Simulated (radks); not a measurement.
Values are calculated unless marked as measured or tabulated.
Level of theory: non-relativistic Kohn-Sham, LDA (Slater exchange, VWN5 correlation), spin-polarised, spherical densities, point nucleus; open shells are filled with parallel spins first (spin-orbit coupling, left out, can overturn this in heavy ions) (a radial shooting solver on a logarithmic mesh with Libxc functionals). Response by self-consistent Sternheimer equations with the Hartree and adiabatic LDA kernel. For heavy and open-shell atoms this level of theory can miss by tens of per cent. Estimate the static dipole polarisabilities of Mg+ ([Ne] 3s1) and In ([Kr] 4d10 5s2 5p1) and the C6 coefficients of the three pairs.

Answer. alpha = 30.56 and 73.91 bohr^3; C6 = 125.9 (Mg+-Mg+), 309.3 (Mg+-In), 767.1 (In-In) hartree bohr^6.
